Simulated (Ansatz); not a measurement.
C₃H₉GaSn (`[CH3][Ga]1[CH2][SnH]1[CH3]`). The species carries charge 0 and has multiplicity 1. Sn: def2 effective core potential. The geometry is a stationary point of PBE0-D4/def2-TZVP.

```xyz
14

C    -0.284    1.102    1.927
Ga    0.320   -0.240    0.643
C     1.661   -1.067   -0.476
Sn   -0.215   -1.980   -1.347
C    -0.911    0.204   -1.574
H    -1.348    1.300    1.790
H    -0.131    0.727    2.941
H     0.275    2.031    1.814
H     2.337   -1.777   -0.002
H     2.196   -0.418   -1.167
H    -0.779   -1.613    0.596
H    -0.540    0.426   -2.580
H    -2.001    0.229   -1.586
H    -0.581    1.074   -0.980
```

Problem. What is the dipole moment at B3LYP/def2-TZVPP? (An estimate is asked.)

Solution. Computed: 1.24 D, with components (0.04, 1.09, 0.58) D in this frame, pointing from negative to positive charge.

Problem. And with PBE, r2SCAN, ωB97M-V? (An estimate is asked.)

Solution. The calculation gave: PBE 1.34 D, r2SCAN 1.42 D, ωB97M-V 1.30 D.

Problem. Give the Mulliken charges with B3LYP, ωB97M-V, PBE in def2-TZVPP. (An estimate is asked.)

Solution. The calculation gave: 
```json
{"atom": "C1", "B3LYP": "-0.43", "ωB97M-V": "-0.48", "PBE": "-0.41"}
{"atom": "Ga2", "B3LYP": "0.44", "ωB97M-V": "0.44", "PBE": "0.33"}
{"atom": "C3", "B3LYP": "-0.59", "ωB97M-V": "-0.63", "PBE": "-0.52"}
{"atom": "Sn4", "B3LYP": "0.55", "ωB97M-V": "0.43", "PBE": "0.45"}
{"atom": "C5", "B3LYP": "-0.58", "ωB97M-V": "-0.63", "PBE": "-0.54"}
{"atom": "H6", "B3LYP": "0.11", "ωB97M-V": "0.12", "PBE": "0.11"}
{"atom": "H7", "B3LYP": "0.10", "ωB97M-V": "0.12", "PBE": "0.10"}
{"atom": "H8", "B3LYP": "0.11", "ωB97M-V": "0.13", "PBE": "0.11"}
{"atom": "H9", "B3LYP": "0.10", "ωB97M-V": "0.13", "PBE": "0.11"}
{"atom": "H10", "B3LYP": "0.10", "ωB97M-V": "0.13", "PBE": "0.11"}
{"atom": "H11", "B3LYP": "-0.19", "ωB97M-V": "-0.14", "PBE": "-0.14"}
{"atom": "H12", "B3LYP": "0.11", "ωB97M-V": "0.14", "PBE": "0.12"}
{"atom": "H13", "B3LYP": "0.11", "ωB97M-V": "0.14", "PBE": "0.12"}
{"atom": "H14", "B3LYP": "0.05", "ωB97M-V": "0.09", "PBE": "0.06"}
```

B3LYP here is the variant with VWN-RPA as its local correlation; programs differ in this.
